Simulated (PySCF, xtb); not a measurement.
Ta(O)(OH)2(NH2) (H4NO3Ta), SMILES [NH2][Ta]([OH])(=[O])[OH], multiplicity 1. One conformer was computed; it need not be the lowest.

Harmonic wavenumbers (cm⁻¹) from GFN2-xTB (xtb) at its own minimum, in rising order: 119, 123, 140, 147, 179, 256, 336, 348, 357, 387, 417, 478, 505, 515, 591, 778, 1515, 3397, 3434, 3643, 3647.

Task: What does B3LYP-D3(BJ)/def2-SVP (PySCF) give at its own minimum? (Estimate from the structure and the level; the computed values follow.)

Result: 177, 178, 183, 188, 214, 321, 337, 351, 460, 465, 479, 593, 674, 706, 709, 988, 1513, 3540, 3633, 3901, 3905. Paired by order, the mean absolute difference is 105 cm⁻¹ and the zero-point energies are 30.5 and 33.6 kcal/mol.
